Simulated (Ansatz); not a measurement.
**H5N2Si2: where a starting geometry ends**

The starting geometry of this gas-phase doublet was optimised with GFN2-xTB; its bonds are those of `N1[SiH]N[SiH2]1`.

```yaml
atoms:
  - { symbol: N, position_ang: [-2.9568, 1.5996, 2.8931] }
  - { symbol: N, position_ang: [-0.7405, 1.2846, 2.3013] }
  - { symbol: Si, position_ang: [-1.4731, 1.8329, 3.7967] }
  - { symbol: Si, position_ang: [-2.2225, 0.9744, 1.4471] }
  - { symbol: H, position_ang: [-3.9208, 1.6443, 3.1663] }
  - { symbol: H, position_ang: [-1.2054, 3.2560, 4.0389] }
  - { symbol: H, position_ang: [0.2059, 1.0484, 2.0683] }
  - { symbol: H, position_ang: [-2.4075, 1.8380, 0.2851] }
  - { symbol: H, position_ang: [-2.4985, -0.4325, 1.1713] }
```

Predict what becomes of its bonds when it is optimised with B3LYP-D3(BJ)/def2-SVP.

It keeps its bonds, and is `N1[SiH]N[SiH2]1`.

The energy falls by 0.15 eV over 12 steps:

| step | E − E(last) (eV) |
| --- | --- |
| 1 | 0.151 |
| 2 | 0.010 |
| 3 | 0.003 |
| 5 | 0.001 |
| 6 | 0.001 |
| 7 | 0.001 |
| 8 | 0.001 |
| 10 | 0.000 |
| 11 | 0.000 |
| 12 | 0.000 |

Final geometry (Å):

```xyz
9

N    -2.9844    1.5410    2.9335
N    -0.6909    1.3107    2.2660
Si   -1.4591    1.8349    3.7668
Si   -2.2142    0.9723    1.4668
H    -3.9405    1.7714    3.1665
H    -1.2319    3.2905    4.1333
H     0.2515    0.9917    2.0851
H    -2.5076    1.7915    0.2509
H    -2.4421   -0.4582    1.0992
```

Frequencies at the end are all real (lowest 166 cm⁻¹). Open shells are spin-unrestricted. Run with Ansatz 0.2.0, 41 s on 2 threads of Arm Neoverse V1, on a shared host.
